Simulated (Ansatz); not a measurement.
Abridged output of a molecular run in Ansatz:

```
Functional definition: HF
1369 factors; integrals over basis functions are off by at most 1.4e-3 eV
mean field evaluation 1: about -10789.6661 eV, gradient 3.1e1 eV
mean field evaluation 2: about -10789.8891 eV, gradient 3.1e1 eV
mean field evaluation 4: about -10792.4256 eV, gradient 4.5e0 eV
mean field evaluation 8: about -10792.4788 eV, gradient 2.1e-1 eV
mean field -10792.47900151 eV, -396.6162879004 hartree, gradient 5.4e-6 eV, S^2 0.000000; 0 other end points of the search recorded, 0 dependent functions left out
8 core orbitals not correlated: weight in the atoms' cores, before any rotation towards them, 1.000 or more for the frozen orbitals, at most 0.000 for the correlated occupied ones
reference -10792.47900151 eV, -396.6162879004 hartree; 12, 12 occupied and 213, 213 virtual orbitals, 1369 factors
second order -18.23793633 eV of doubles, -0.00000000 eV of singles
cycle   1  -18.80810726 eV  change   -5.7e-1 eV  update   9.2e-2
cycle   2  -19.31125422 eV  change   -5.0e-1 eV  update   2.8e-2
cycle   3  -19.40934646 eV  change   -9.8e-2 eV  update   1.3e-2
cycle   4  -19.40216079 eV  change    7.2e-3 eV  update   2.9e-3
cycle   5  -19.40214823 eV  change    1.3e-5 eV  update   1.2e-3
cycle   6  -19.40249645 eV  change   -3.5e-4 eV  update   3.4e-4
cycle   7  -19.40230283 eV  change    1.9e-4 eV  update   1.3e-4
cycle   8  -19.40226093 eV  change    4.2e-5 eV  update   4.6e-5
cycle   9  -19.40227390 eV  change   -1.3e-5 eV  update   1.9e-5
perturbative correction -0.69427089 eV, -0.0255139847 hartree
Total energy: -10812.57554630 eV, -397.3548222995 hartree
```

Its atoms:

```xyz
11

C    -0.5741   -0.4751   -1.7256
O    -0.2517   -0.7206   -0.3847
C     0.1703    0.4408    0.2969
Al    0.6130    0.0450    2.1762
H     0.2915   -0.0860   -2.2807
H    -0.8878   -1.4199   -2.1722
H    -1.3933    0.2528   -1.8137
H     1.0456    0.8938   -0.2058
H    -0.6085    1.2254    0.2534
H     0.4913   -1.4158    2.7779
H     1.1036    1.2596    3.0783
```

Which basis set was used?
A. def2-TZVPP
B. def2-SVP
C. def2-TZVPPD
D. cc-pV(Q+d)Z

A. It gives 233 functions.

Write the keys of the input that set method, charge and spin (a neutral closed shell needs none for the last two).


```yaml
correlation: {method: ccsd_t}
```
